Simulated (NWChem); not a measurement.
Molecule: GeSiH3I, singlet; SMILES [Ge]([I])[SiH3]

Computed with NWChem. Low-valent species are run as closed-shell singlets; no triplet was tried in these runs. The geometry was optimised at PBE0/def2-SVP. def2 effective core potentials on I; no spin-orbit coupling. B3LYP is NWChem's, with the RPA form of VWN correlation. Ions are spin-unrestricted doublets at the neutral geometry; other ion states weren't tried.

```
level             vertical ionisation energy, ΔSCF (eV)  −ε(HOMO) (eV)  ΔSCF minus −ε(HOMO) (eV)
----------------  -------------------------------------  -------------  ------------------------
B3LYP/def2-SVPD                                    8.33           6.32                      2.01
PBE/def2-SVPD                                      8.16           5.56                      2.60
M06-2X/def2-SVPD                                   8.37           7.46                      0.91
```
